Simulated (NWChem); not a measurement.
# TeCl$_{2}$; SMILES Cl[Te]Cl

Program: NWChem. All runs use the structure optimised with PBE0/def2-SVP. def2 effective core potentials on Te; no spin-orbit coupling.

Taking PBE/def2-QZVP as the yardstick, which of these has the fewest basis functions while keeping “dipole (D)” within 0.1 D of it: PBE/def2-TZVP; PBE/def2-SVPD; PBE/def2-TZVPD; PBE/def2-TZVPP; PBE/def2-SVP?

PBE/def2-SVPD.
```json
[
 {"level": "PBE/def2-SVP", "basis functions": "62", "dipole (D)": "1.98", "relative time (rough)": "1"},
 {"level": "PBE/def2-SVPD", "basis functions": "89", "dipole (D)": "1.93", "relative time (rough)": "2"},
 {"level": "PBE/def2-TZVP", "basis functions": "124", "dipole (D)": "1.90", "relative time (rough)": "6"},
 {"level": "PBE/def2-TZVPP", "basis functions": "134", "dipole (D)": "1.89", "relative time (rough)": "5"},
 {"level": "PBE/def2-TZVPD", "basis functions": "151", "dipole (D)": "1.86", "relative time (rough)": "10"},
 {"level": "PBE/def2-QZVP", "basis functions": "222", "dipole (D)": "1.86", "relative time (rough)": "20"}
]
```

The yardstick is one finite set, not the basis-set limit.
